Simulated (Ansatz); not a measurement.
A nudged elastic band was laid between two geometries of F2HInS (5 atoms, charge 0, multiplicity 1).

Theory: RKS CAM-B3LYP/def2-SVP in Ansatz.

```yaml
movable_images: 5
climbing_image: yes
spring: 5.0 eV/Å²
optimiser: quadratic models (default)
start_path: IDPP
force_threshold: 0.05 eV/Å
iteration_limit: 60
end_points: relaxed
```

Image 0:

```xyz
5
Properties=species:S:1:pos:R:3
F -0.730 -1.371 1.381
In 0.438 -0.390 0.179
F 2.264 -1.038 0.166
S -0.333 1.421 -1.127
H -1.588 1.305 -0.640
```

Image 6:

```xyz
5
Properties=species:S:1:pos:R:3
F -1.031 -1.558 1.635
In -0.031 -0.463 0.388
F 1.839 -0.963 0.234
S -0.956 1.322 -0.852
H 0.228 1.588 -1.447
```

Task: What changes between the two ends?

Result: No bond is made or broken. The dihedral F3–In2–S4–H5 goes from 180 to 0°. The two ends are copies of one structure, up to a mirror image or an exchange of like atoms.

Task: What energy profile does the band end with?

Result: The forces met the threshold. The highest image is number 3 of 0 to 6, 3.4 kcal/mol above the ends, which have the same energy within 2 meV. A vibrational analysis at the climbing image gives one clearly imaginary mode, 207i cm⁻¹: a first-order saddle point.

| image | path coordinate (Å) | energy (kcal/mol) | dihedral F3–In2–S4–H5 (°) |
| --- | --- | --- | --- |
| 0 | 0.00 | 0.0 | 180 |
| 1 | 0.48 | 0.9 | 150 |
| 2 | 0.95 | 2.6 | 121 |
| 3 | 1.43 | 3.4 | 90 |
| 4 | 1.91 | 2.6 | 60 |
| 5 | 2.38 | 0.9 | 30 |
| 6 | 2.86 | 0.0 | 0 |

Task: What is the geometry of the highest image?

Result: 
```xyz
5
Properties=species:S:1:pos:R:3:forces:R:3
F -0.513 -1.163 1.905 0.00 0.00 -0.01
In 0.331 -0.295 0.388 0.01 -0.01 0.01
F 1.936 -1.249 -0.142 -0.01 0.00 0.00
S -0.478 1.679 -0.665 -0.01 0.00 -0.01
H -1.226 0.954 -1.527 0.01 0.01 0.01
```

Task: What are the harmonic wavenumbers there?

Result: 207i, 100, 126, 144, 363, 631, 641, 700, 2701 cm⁻¹.

The run took 59 s on 2 threads of Arm Neoverse V1, with other jobs on the host, peak memory 0.22 GiB.
